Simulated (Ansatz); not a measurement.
A ladder of methods for SiF3 (trifluorosilyl)

SiF3: 4 atoms, total charge 0, spin state doublet. As SMILES, `F[Si](F)F`. The coordinates come from a PBE0-D4/def2-TZVP relaxation.

```xyz
4

F     0.7849   -0.5070    1.1517
Si   -0.2828    0.2131    0.2343
F    -0.9943   -0.8922   -0.6443
F     0.4922    1.1862   -0.7416
```

Quantity: the energy change with the F1–Si2 bond stretched from 1.581 to 3.162 Å, in eV. The values are calculated.

| level | kind | program | value (eV) | less FCI/STO-3G | CPU time (all runs) |
| --- | --- | --- | --- | --- | --- |
| UBLYP/STO-3G | GGA | Ansatz | 3.08 | +1.27 | 6.8 s |
| UB3LYP/STO-3G | global hybrid | Ansatz | 2.99 | +1.18 | 7.1 s |
| UBHLYP/STO-3G | global hybrid | Ansatz | 2.70 | +0.89 | 8.3 s |
| UCAM-B3LYP/STO-3G | range-separated hybrid | Ansatz | 3.11 | +1.30 | 10 s |
| UHSE06/STO-3G | range-separated hybrid | Ansatz | 2.99 | +1.18 | 10 s |
| UB2PLYP/STO-3G | double hybrid | Ansatz | 2.49 | +0.68 | 10 s |
| RPA@PBE/STO-3G | RPA | Ansatz | 1.43 | -0.38 | 7.9 s |
| UCCSD(T)/STO-3G | coupled cluster or CI | Ansatz | 1.80 | -0.01 | 3.1 s |
| FCI/STO-3G | exact in the basis | Ansatz | 1.81 | 0.00 | 21 s |

FCI/STO-3G is exact within its basis and frozen core, so for wave-function methods in that basis the difference is their error; functionals converge differently with the basis, so for them it is only a difference. The first shape isn't each level's own minimum. The values span 1.43 to 3.11 eV. All rows use very small basis sets, so even the best lies far from the true value. Times are those of the runs behind each value, whatever else they computed, on shared processors of several kinds: orders of magnitude only.
